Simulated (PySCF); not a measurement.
LDA on Pd⁻ (palladium, charge -1), [Kr] 4d10 5s1, 2S determinant. Computed with PySCF 2.14 in x2c-TZVPPall with one added diffuse shell each of s, p, d, f type (9s7p7d3f1g, 95 functions), with scalar relativity by spin-free X2C-1e.

```
cycle= 1 E= -5039.93264619817  delta_E= 0.0026  |g|= 0.415  |ddm|= 1.18
cycle= 2 E= -5039.63954295808  delta_E= 0.293  |g|= 1.14  |ddm|= 0.838
cycle= 3 E= -5039.97694098319  delta_E= -0.337  |g|= 0.117  |ddm|= 0.545
cycle= 4 E= -5039.98149468328  delta_E= -0.00455  |g|= 0.0758  |ddm|= 0.219
cycle= 5 E= -5039.98380947495  delta_E= -0.00231  |g|= 0.00763  |ddm|= 0.0587
cycle= 6 E= -5039.98383513757  delta_E= -2.57e-05  |g|= 0.000216  |ddm|= 0.0065
cycle= 7 E= -5039.983835149  delta_E= -1.14e-08  |g|= 4.26e-05  |ddm|= 0.00022
cycle= 8 E= -5039.98383514999  delta_E= -9.91e-10  |g|= 6.9e-06  |ddm|= 7.24e-05
converged SCF energy = -5039.98383514999  <S^2> = 0.7519967  2S+1 = 2.0019957
```

Highest occupied orbital energy: 1.471 eV; ⟨L²⟩ = 0.00; populations by l: s 9.00, p 18.00, d 20.00, f 0.00.

**Question.** Can this result be used?

**Answer.** With care. Self-consistency was reached. At LDA the highest occupied level has a positive energy, so only the finite basis holds that electron; in a semilocal or global hybrid functional this comes from self-interaction and does not mean that the real anion is unbound.
